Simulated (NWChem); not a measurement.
**Atomisation of H$_{4}$Al$_{2}$F$_{2}$**

```xyz
8

Al     0.0000     0.0000    -1.4249
Al     0.0000     0.0000     1.4249
F     -1.1815     0.0000     0.0000
H      0.0000     1.4146    -2.1119
H      0.0000    -1.4146    -2.1119
F      1.1815     0.0000     0.0000
H      0.0000     1.4146     2.1119
H      0.0000    -1.4146     2.1119
```
Charge 0, spin multiplicity 1.

The numbers come from NWChem runs, not from measurements. Structure: optimised with B3LYP/def2-SVP, a minimum by its harmonic frequencies.

Basis set: def2-TZVP. The atomisation energy is electronic alone: no zero-point, thermal, spin-orbit or counterpoise terms. No value is extrapolated to the basis-set limit. Free atoms are single determinants with multiplicities Al 2, F 2, H 2. Correlated methods freeze the same cores in atoms and molecule, 12 orbitals in all.

```csv
method,atomisation energy (kcal/mol),relative cost
M06-2X,613.1,under 3
LDA (SVWN5),674.8,under 3
PBE0,594.7,1
CAM-B3LYP,615.4,20
MP2,607.9,4
B3LYP,604.5,under 3
BP86,610.5,under 3
HF,480.6,under 3
PBE,600.3,under 3
```

The values span 194.2 kcal/mol, from HF (lowest) to LDA (SVWN5) (highest). Relative cost: rough, from shared machines, SCF included, PBE0 = 1. Costs are the molecule's.

B3LYP has NWChem's definition, with VWN1-RPA local correlation. GW and range-separated runs recompute their integrals, the others keep them in memory, which bears on the times. The structure started from a generated list of species. The stability of the SCF solutions was not checked. Open-shell Hartree-Fock references start from PBE0 orbitals; any time given for them includes that run.
